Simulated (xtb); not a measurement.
Br₂Ga (SMILES [Br][Ga+][Br]), charge +1, singlet, at a GFN2-xTB geometry (such geometries of metal compounds can be far from the true shape); xtb 6.7.1 with GFN1-xTB.

The xtb input:
```
$ xtb mol.xyz --gfn 1 --chrg 1 --acc 0.0001 --json

# file mol.xyz
3

Ga     0.00000000     0.00000000     0.00000000
Br     0.00000000     0.00000000     2.29257626
Br    -0.00000000    -0.00000000    -2.29257626
```

Output, abridged:

```
   ID    Z sym.   atoms
    1   31 Ga     1
    2   35 Br     2, 3

           -------------------------------------------------
          |                Calculation Setup                |
           -------------------------------------------------

           -------------------------------------------------
          |                 G F N 1 - x T B                 |
           -------------------------------------------------

          ...................................................
          :                      SETUP                      :
          :.................................................:
          :  # basis functions                  30          :
          :  # atomic orbitals                  27          :
          :  # shells                            9          :
          :  # electrons                        16          :
          :  # halogen bonds                     0          :
          :  max. iterations                   250          :
          :  Hamiltonian                  GFN1-xTB          :
          :  restarted?                      false          :
          :  GBSA solvation                  false          :
          :  PC potential                    false          :
          :  electronic temp.          300.0000000     K    :
          :  accuracy                    0.0001000          :
          :  -> integral cutoff          0.6500000E+02      :
          :  -> integral neglect         0.1000000E-11      :
          :  -> SCF convergence          0.1000000E-09 Eh   :
          :  -> wf. convergence          0.2000000E-08 e    :
          :  Broyden damping             0.4000000          :
          :  net charge                          1          :
          :  unpaired electrons                  0          :
          ...................................................

 iter      E             dE          RMSdq      gap      omega  full diag
   1     -8.5601562 -0.856016E+01  0.669E+00    4.55       0.0  T
   2     -8.5595086  0.647683E-03  0.559E+00    3.51       1.0  T
   3     -8.7112090 -0.151700E+00  0.251E+00    4.08       1.0  T
   4     -8.7295992 -0.183902E-01  0.376E-01    3.85       1.0  T
   5     -8.7303399 -0.740746E-03  0.132E-01    3.90       1.0  T
   6     -8.7304566 -0.116666E-03  0.208E-02    3.89       2.8  T
   7     -8.7304582 -0.163838E-05  0.542E-04    3.88     106.4  T
   8     -8.7304583 -0.107183E-08  0.428E-05    3.88    1348.1  T
   9     -8.7304583 -0.794032E-12  0.717E-06    3.88    8047.9  T
  10     -8.7304583 -0.550671E-13  0.306E-09    3.88  100000.0  T
  11     -8.7304583 -0.106581E-13  0.234E-09    3.88  100000.0  T

   *** convergence criteria satisfied after 11 iterations ***

         :::::::::::::::::::::::::::::::::::::::::::::::::::::
         ::                     SUMMARY                     ::
         :::::::::::::::::::::::::::::::::::::::::::::::::::::
         :: total energy              -8.704955666932 Eh    ::
         :: gradient norm              0.011813940007 Eh/a0 ::
         :: HOMO-LUMO gap              3.883705639266 eV    ::
         ::.................................................::
         :: SCC energy                -8.730458250953 Eh    ::
         :: -> electrostatic           0.111191984410 Eh    ::
         :: repulsion energy           0.026518210861 Eh    ::
         :: dispersion energy         -0.001015626840 Eh    ::
         :: halogen bond corr.         0.000000000000 Eh    ::
         :: add. restraining           0.000000000000 Eh    ::
         :: total charge               1.000000000000 e     ::
         :::::::::::::::::::::::::::::::::::::::::::::::::::::

           -------------------------------------------------
          |                Property Printout                |
           -------------------------------------------------

    * Orbital Energies and Occupations

         #    Occupation            Energy/Eh            Energy/eV
      -------------------------------------------------------------
         1        2.0000           -0.9744690             -26.5167
         2        2.0000           -0.9704278             -26.4067
         3        2.0000           -0.7884437             -21.4546
         4        2.0000           -0.7166809             -19.5019
         5        2.0000           -0.7057005             -19.2031
         6        2.0000           -0.7057005             -19.2031
         7        2.0000           -0.7051554             -19.1883
         8        2.0000           -0.7051554             -19.1883 (HOMO)
         9                         -0.5624318             -15.3045 (LUMO)
        10                         -0.4265685             -11.6075
        11                         -0.4265685             -11.6075
        12                         -0.3804949             -10.3538
        13                         -0.3804949             -10.3538
        14                         -0.3537759              -9.6267
        15                         -0.3509844              -9.5508
        16                         -0.3509844              -9.5508
        17                         -0.3502233              -9.5301
        18                         -0.3502233              -9.5301
        19                         -0.2956942              -8.0462
       ...                                ...                  ...
        27                          0.5699348              15.5087
      -------------------------------------------------------------
                  HL-Gap            0.1427236 Eh            3.8837 eV
             Fermi-level           -0.6337936 Eh          -17.2464 eV

  Mulliken/CM5 charges         n(s)   n(p)   n(d)
     1Ga    0.75132  0.69941   1.175  0.641  0.433
     2Br    0.12434  0.15030   1.920  4.962 -0.007
     3Br    0.12434  0.15030   1.920  4.962 -0.007

Wiberg/Mayer (AO) data.
largest (>0.10) Wiberg bond orders for each atom

 ---------------------------------------------------------------------------
     #   Z sym  total        # sym  WBO       # sym  WBO       # sym  WBO
 ---------------------------------------------------------------------------
     1  31 Ga   2.854 --     2 Br   1.427     3 Br   1.427
     2  35 Br   1.642 --     1 Ga   1.427     3 Br   0.215
     3  35 Br   1.642 --     1 Ga   1.427     2 Br   0.215
 ---------------------------------------------------------------------------

Topologies differ in total number of bonds
Writing topology from bond orders to xtbtopo.mol

 dipole moment from electron density (au)
     X       Y       Z
   0.0000  -0.0000   0.0000  total (Debye):    0.000

           -------------------------------------------------
          | TOTAL ENERGY               -8.704955666932 Eh   |
          | GRADIENT NORM               0.011813940007 Eh/α |
          | HOMO-LUMO GAP               3.883705639266 eV   |
           -------------------------------------------------

normal termination of xtb
```
